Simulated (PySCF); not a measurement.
CH₃Cl₃SSi, SMILES CS[Si](Cl)(Cl)Cl.

The structure is a stationary point at B3LYP-D3(BJ)/def2-SVP. The structure was generated by enumeration, and PubChem lists no compound with its InChIKey, so it may never have been made. The values are those of a single conformer.

Level of theory: PBE0/def2-TZVP run with PySCF.

Isolated molecule, no solvent.

| Quantity | Result |
|---|---|
| total energy | -2107.70917 hartree |
| point group | Cs |
| highest occupied level | -7.65 eV |
| lowest empty level | -0.72 eV |
| orbital gap | 6.92 eV |
| dipole moment | 0.434 e·Å |
| quadrupole, principal values (traceless, Buckingham form, about the centre of nuclear charge) | -4.61, -3.96, 8.57 D·Å |
| mean static polarisability | 89.3 bohr³ (13.24 Å³) |
| polarisability, principal values | 81.1, 85.8, 101.1 bohr³ |
